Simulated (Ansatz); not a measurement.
Consider the ligand exchange at the Si–S bond: `C=CS[Si](F)(F)F` + CH₃NH₂ → `CN[Si](F)(F)F` + `C=CS`.

Computed with Ansatz on PBE0-D4/def2-TZVP structures; ΔE is electronic, products minus reactants. CCSD(T)/CBS adds triple-zeta CCSD(T) − MP2 to the extrapolated MP2 energy (def2 sets, frozen cores). This one scheme is used for every species. Functionals use def2-TZVPP. One conformer a species, not always the lowest.

```csv
level,ΔE (kJ/mol)
r2SCAN-D4,-23.8
MP2/CBS(def2),-21.2
```

(1) What does CCSD(T)/CBS give? (Estimate.)

Largest T1 diagnostic among the species: 0.012.

Answers

(1) Computed: -23.6 kJ/mol. The listed levels differ from it by -0.2, 2.4 kJ/mol.

From PBE to PBE0 (25 % exact exchange), in def2-TZVPP and without D4, ΔE moves by −3.3 kJ/mol. The D4 term adds +5.7 kJ/mol with B3LYP and +3.2 kJ/mol with PBE0; it sums over pairs of atoms, weighted by their polarisabilities, and B3LYP, whose exchange is more repulsive, gets the larger term.

B3LYP here is the variant with VWN-RPA as its local correlation; programs differ in this.
